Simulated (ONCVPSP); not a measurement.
# Before and after: ONCV potential for V (Z = 23)

vanadium (V), optimised norm-conserving Vanderbilt (ONCV), made with ONCVPSP 4.0.1 (PBEsol, fully relativistic). Core [Ne], reference 3s2 3p6 3d3 4s1.5 (charge +0.5). Waves: 3s+4s: rc 1.25 bohr, ncon 3, nbas 6, qcut 12.1 1/bohr, 2 projectors; 3p: rc 1.45 bohr, ncon 3, nbas 7, qcut 10.8 1/bohr, 2 projectors, debl 2.2 Ha; 3d: rc 1.25 bohr, ncon 5, nbas 9, qcut 10.6 1/bohr, 2 projectors, debl 2.8 Ha. Local part: polynomial inside 1.15 bohr (lpopt 5, dvloc0 6 Ha). Core correction: none.

Open shells are filled in proportion to 2j + 1.

Change: d: ncon 3, nbas 7.

Cutoffs: the cutoffs (Ha) at which the residual kinetic energy of the hardest occupied pseudo-wave falls to 1 and 0.1 mHa per electron; they do not see the model core or the augmentation charge, which bear on the density cutoff. Errors are all-electron minus pseudo energies relative to the spin-unpolarised reference configuration.

Task: Predict the effect on cutoff, ghosts and configuration errors.

Result: The potential gets softer (52 Ha and 108 Ha → 46 Ha and 52 Ha); the errors of the 4 common tests hardly move; neither file shows a bound ghost.

```tsv
quantity	base	changed
cutoff, loose	52 Ha	46 Ha
cutoff, tight	108 Ha	52 Ha
loose cutoff by channel	s 40 Ha, p 24 Ha, d 52 Ha	s 40 Ha, p 24 Ha, d 46 Ha
bound ghosts	none	none
GHOST(+) flags under 300 eV	none	none
error for 3s2 3p6 3d3 4s2, meV [ΔE -3.10 eV]	0.0	0.0
error for 3s2 3p6 3d3 4s1, meV [ΔE 4.65 eV]	+0.1	+0.2
error for 3s2 3p6 3d3 4s0, meV [ΔE 18.85 eV]	+1.0	+1.1
error for 3s2 3p6 3d3 4s0 4p2, meV [ΔE 3.78 eV]	+0.2	+0.2
s: phases at 1.27 bohr within 0.05 rad from the reference energy up to (Ha; the scan ends near 5)	to the end of the scan	to the end of the scan
p3/2: phases at 1.47 bohr within 0.05 rad from the reference energy up to (Ha; the scan ends near 5)	to the end of the scan	to the end of the scan
p1/2: phases at 1.47 bohr within 0.05 rad from the reference energy up to (Ha; the scan ends near 5)	to the end of the scan	to the end of the scan
d5/2: phases at 1.27 bohr within 0.05 rad from the reference energy up to (Ha; the scan ends near 5)	to the end of the scan	to the end of the scan
d3/2: phases at 1.27 bohr within 0.05 rad from the reference energy up to (Ha; the scan ends near 5)	to the end of the scan	to the end of the scan
```

Base: These tests converged, but a pseudo level misses the all-electron one widely, so the file describes the atom poorly there or has found another state: 3s2 3p6 3d3 4s0 4p2: empty 4s by 11.4 eV. Changed file: These tests converged, but a pseudo level misses the all-electron one widely, so the file describes the atom poorly there or has found another state: 3s2 3p6 3d3 4s0 4p2: empty 4s by 11.4 eV.
